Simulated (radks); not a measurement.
Pb LIV, configuration [Ar] 3d10 4s1. All-electron calculation, Dirac Kohn-Sham, BLYP, spin-unpolarised, spherical densities, finite nucleus; Fermi nuclear charge, rms radius 5.5012 fm. Program: a radial shooting solver on a logarithmic mesh with Libxc functionals.

Spin-orbit splittings of the eigenvalues, e(l+1/2) - e(l-1/2), with zeta = 2 splitting/(2l+1) and mean radii in bohr:

| shell | occ. | splitting (eV) | zeta (eV) | <r> j=l-1/2 | <r> j=l+1/2 |
|---|---|---|---|---|---|
| 2p | 6 | 2202 | 1468 | 0.05473 | 0.06359 |
| 3p | 6 | 514.6 | 343.1 | 0.1608 | 0.1758 |
| 3d | 10 | 111.6 | 44.63 | 0.1521 | 0.1566 |
